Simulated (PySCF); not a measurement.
# Strontium: a sound run and one with changed settings

Sound run: Sr [Kr] 5s2, Sr⁺ [Kr] 5s1. All numbers are calculated (PySCF 2.14, scalar relativity through the core potential, in def2-TZVP with the def2 core potential (28 electrons) (6s4p3d, 33 functions)). In the sound run the correlated levels freeze 4s2 4p6 outside the core potential. The sound run starts from symmetry-adapted Hartree-Fock orbitals and uses a fine grid where one is needed.

A second run was set up differently.

| species | method | sound run (hartree) | changed run (hartree) | converged |
| --- | --- | --- | --- | --- |
| Sr | UHF | -30.34712 | -30.34712 | yes |
| Sr | TPSS | -30.67760 | -30.67760 | yes |
| Sr | PBE0 | -30.67766 | -30.67766 | yes |
| Sr | MP2 | -30.36449 | -30.35348 | yes |
| Sr | CCSD(T) | -30.37280 | -30.37280 | yes |
| Sr⁺ | UHF | -30.17277 | -30.17277 | yes |
| Sr⁺ | TPSS | -30.47211 | -30.47211 | yes |
| Sr⁺ | PBE0 | -30.47116 | -30.47116 | yes |

Ionisation energy of Sr:

```tsv
method	sound run (eV)	changed run (eV)
UHF	4.744	4.744
TPSS	5.592	5.592
PBE0	5.619	5.619
MP2	5.217	4.917
SCS-MP2	5.312	4.952
CCSD	5.443	5.443
CCSD(T)	5.443	5.443
CCSDT	5.443	5.443
FCI	5.443	5.443
```

Q: What was changed?
A. basis contracted for another Hamiltonian
B. level shift left on
C. minimal basis
D. too few SCF iterations

A: B. It used initial guess atom, at most 50 SCF cycles, level shift 0.5 hartree. A level shift leaves the converged SCF energy unchanged but raises the virtual orbital energies, which shrinks MP2 if it is not removed.
